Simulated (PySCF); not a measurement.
Species: C4H12GeN2O.
SMILES: `CC(=O)[NH][GeH2][N](C)C`

A linear-response calculation (PySCF, def2-SVPD basis, gas phase, vertical, core orbitals frozen in the response) gave these numbers; the functional is withheld.

Orbital energies (eV): HOMO-3 -10.95, HOMO-2 -9.10, HOMO-1 -8.95, HOMO -7.70, LUMO 0.96, LUMO+1 1.20, LUMO+2 1.54.

```json
{"state": "S1", "E (eV)": "5.69", "f": "0.0039", "main configurations (H = HOMO, L = LUMO)": "H-1→L+2 (57%), H→L (11%)"}
{"state": "S2", "E (eV)": "5.73", "f": "0.012", "main configurations (H = HOMO, L = LUMO)": "H→L (52%), H→L+1 (22%), H-1→L+2 (10%)"}
{"state": "S3", "E (eV)": "6.16", "f": "0.045", "main configurations (H = HOMO, L = LUMO)": "H→L+1 (50%), H→L+4 (22%), H→L (21%)"}
{"state": "S4", "E (eV)": "6.72", "f": "0.0040", "main configurations (H = HOMO, L = LUMO)": "H→L+3 (41%), H→L+6 (18%), H→L+4 (12%)"}
{"state": "S5", "E (eV)": "6.79", "f": "0.040", "main configurations (H = HOMO, L = LUMO)": "H→L+3 (33%), H→L+6 (29%), H→L+2 (17%)"}
{"state": "S6", "E (eV)": "6.88", "f": "0.029", "main configurations (H = HOMO, L = LUMO)": "H→L+2 (40%), H→L+5 (19%), H→L+6 (14%)"}
```

Triplets, Tamm–Dancoff:

| state | E (eV) | λ (nm) | main configurations (H = HOMO, L = LUMO) |
| --- | --- | --- | --- |
| T1 | 5.23 | 236.9 | H-1→L+2 (70%) |
| T2 | 5.54 | 223.9 | H-2→L+2 (67%), H-1→L+2 (8%) |
| T3 | 5.59 | 221.6 | H→L (51%), H→L+1 (29%) |
| T4 | 5.93 | 209.0 | H→L+1 (35%), H→L (30%), H→L+4 (25%) |

Vertical ionisation energy by ΔSCF with the same functional: 8.28 eV. Mean static polarisability: 99.1 au.

Question: Name the functional.
A. HF
B. PBE
C. CAM-B3LYP
D. B3LYP

Answer: C. CAM-B3LYP is range-separated, 19% exact exchange at short range and 65% at long range (ω = 0.33 bohr⁻¹). In this run −ε(HOMO) = 7.70 eV differs from the ΔSCF value by -0.59 eV, and S1 differs from the orbital gap of 8.66 eV by -2.97 eV. The ratio −ε(HOMO)/IP is 0.93. Usual ranges for neutral molecules in this basis: 0.85 to 0.93 with CAM-B3LYP, 0.5 to 0.7 with PBE, 0.67 to 0.83 with B3LYP; Hartree–Fock can't fall below 1, since the ion's relaxation only lowers the ΔSCF value. The other options: PBE, a GGA without exact exchange; HF, time-dependent Hartree–Fock, 100% exact exchange; B3LYP, a global hybrid with 20% exact exchange.

Method used: TDDFT CAM-B3LYP/def2-SVPD, vertical, gas phase, core orbitals frozen in the response (PySCF). One conformer (not necessarily the lowest) at the PBE0-D3(BJ)/def2-SVP geometry, without solvent, vibrations or thermal averaging. The CAM-B3LYP/def2-SVPD calculation is non-relativistic and has no spin–orbit coupling, an omission that weighs most on germanium.

Hardware: an Intel Xeon at 2.50 GHz with one thread, shared host with 64 logical CPUs at a one-minute load of 51. Cost: 8.4 min, 1.6 GiB resident at most.

The values belong to the conformer `[CH3:1][C:2](=[O:3])[NH:4][GeH2:5][N:6]([CH3:7])[CH3:8]`: C1–C2–N4–Ge5 179°, C2–N4–Ge5–N6 176°, N4–Ge5–N6–C7 -70°.
